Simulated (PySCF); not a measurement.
C$_{3}$H$_{5}$O (SMILES [CH2]C(C)=O), doublet, at a GFN2-xTB geometry. Base run: DF-M062X/STO-3G (PySCF).

Input for PySCF:
```python
from pyscf import gto, scf, dft

mol = gto.M(
    atom='''
C     1.23934433    0.17190487    0.63842054
C     0.06380250   -0.08707201   -0.11758676
C    -1.21885315    0.50306017    0.42635831
O     0.08621174   -0.75116388   -1.15254531
H     1.20948174    0.75363218    1.54197258
H     2.18364825   -0.22055962    0.30383454
H    -1.40875201    0.11743875    1.42591643
H    -2.04962241    0.24579541   -0.22437056
H    -1.13021151    1.58564619    0.48985697
''',
    basis='sto-3g',
    spin=1,
    verbose=4,
)

mf = dft.UKS(mol)
mf.xc = 'm062x'
mf = mf.density_fit(auxbasis='def2-universal-jkfit')
mf.kernel()
mf.analyze()
```

The base run was repeated with changes; each row names its change, and settings that it needs were set with it.

| change | basis functions | E (Eh) | HOMO (eV) | dipole (D) | core-seconds (rough) |
|---|---|---|---|---|---|
| base | 25 | -189.98986 | -5.67 | 1.82 | 10 |
| basis = 3-21G | 46 | -191.32963 | -8.40 | 2.91 | 10 |
| basis = 6-31G | 46 | -192.34098 | -8.50 | 3.28 | 20 |
| basis = pcseg-0 | 46 | -191.88510 | -8.80 | 3.30 | 20 |
| basis = def2-SV(P) | 66 | -192.23996 | -8.60 | 3.03 | 20 |
| basis = 6-31G* | 66 | -192.39416 | -8.43 | 3.05 | 30 |
| basis = def2-SVP | 81 | -192.25111 | -8.58 | 3.05 | 40 |
| basis = cc-pVDZ | 81 | -192.41396 | -8.47 | 2.94 | 30 |
| basis = pc-1 | 81 | -192.36759 | -8.69 | 3.25 | 30 |
| basis = 6-311G** | 102 | -192.45336 | -8.64 | 3.11 | 30 |
| basis = aug-cc-pVDZ | 137 | -192.42931 | -8.66 | 3.26 | 50 |
| basis = pc-2 | 190 | -192.48437 | -8.73 | 3.31 | 80 |
| basis = pcseg-2 | 190 | -192.47995 | -8.73 | 3.30 | 100 |

Totals compare only among sets that treat the same electrons; sets with core potentials leave the core out.

Open shells are given as the SCF converged; they aren't shown to be the lowest states, and a large step between rows can be another state.
